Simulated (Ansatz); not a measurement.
`CNC(N)O` and `CNC(N)[SiH3]` differ in one atom or group.

Ansatz, PBE0-D4/def2-TZVP geometries, multiplicity 1. Each molecule was computed in one conformer, which needn't be the lowest.

```json
{"property": "HOMO–LUMO gap (ωB97M-V/def2-TZVPP) / eV", "`CNC(N)O`": "11.74"}
{"property": "LUMO energy (ωB97M-V/def2-TZVPP) / eV", "`CNC(N)O`": "2.53"}
{"property": "HOMO–LUMO gap (PBE/def2-TZVPP) / eV", "`CNC(N)O`": "5.64"}
{"property": "LUMO energy (B3LYP/def2-TZVPP) / eV", "`CNC(N)O`": "0.77"}
{"property": "LUMO energy (PBE/def2-TZVPP) / eV", "`CNC(N)O`": "0.30"}
{"property": "HOMO energy (ωB97M-V/def2-TZVPP) / eV", "`CNC(N)O`": "-9.21"}
```

(1) Give the same properties after the change, and the shifts. (Best estimate.)

Answers

(1) The calculation gave: 
```
                               property  `CNC(N)[SiH3]`  shift
HOMO–LUMO gap (ωB97M-V/def2-TZVPP) / eV           10.81  -0.93
  LUMO energy (ωB97M-V/def2-TZVPP) / eV            2.16  -0.37
    HOMO–LUMO gap (PBE/def2-TZVPP) / eV            4.82  -0.82
    LUMO energy (B3LYP/def2-TZVPP) / eV            0.34  -0.43
      LUMO energy (PBE/def2-TZVPP) / eV           -0.23  -0.53
  HOMO energy (ωB97M-V/def2-TZVPP) / eV           -8.65   0.56
```

With PBE0 the HOMO rises by 0.46 eV and the LUMO falls by 0.54 eV, so the gap narrows by about 1.00 eV. PBE moves the HOMO by 0.29 eV and ωB97M-V by 0.56 eV.

B3LYP here is the variant with VWN-RPA as its local correlation; programs differ in this.
